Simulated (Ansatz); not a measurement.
Frontier orbitals of CH3O2Sb, SMILES `[OH][Sb]1[CH2][O]1`.

Z-matrix (Å, degrees):
```
C
Sb 1 2.117
O 1 1.397 2 66.4
H 1 1.091 2 119.8 3 107.4
H 1 1.093 2 117.0 3 -108.0
O 2 1.956 1 100.0 3 93.0
H 6 0.961 2 113.7 1 0.9
```

Total charge 0; spin multiplicity 1. Correlated methods include outer-core shells of Sb, which these sets cover unevenly. Sb takes the def2 core potential. The structure was optimised at the PBE0-D4/def2-TZVP level. It is one conformer, not always the lowest. Basis def2-TZVPP, Ansatz.

Orbital energies of one run (eV). Highest occupied ones, from the top: -5.62, -6.35, -7.49, -7.93, -8.55, -10.32, -11.30, -11.52, -14.08, -15.71, -24.28, -25.25, -33.31, -33.33. Empty: -1.99, -1.37, -0.28, 0.64, 1.86, 2.06.

Problem. Which functional gave them?
A. revPBE
B. B3LYP
C. r2SCANh
D. ωB97M-V

Solution. A. HOMO energies: revPBE -5.62, B3LYP -6.62, ωB97M-V -8.92, r2SCANh -6.35 eV.

B3LYP here is the variant with VWN-RPA as its local correlation; programs differ in this.
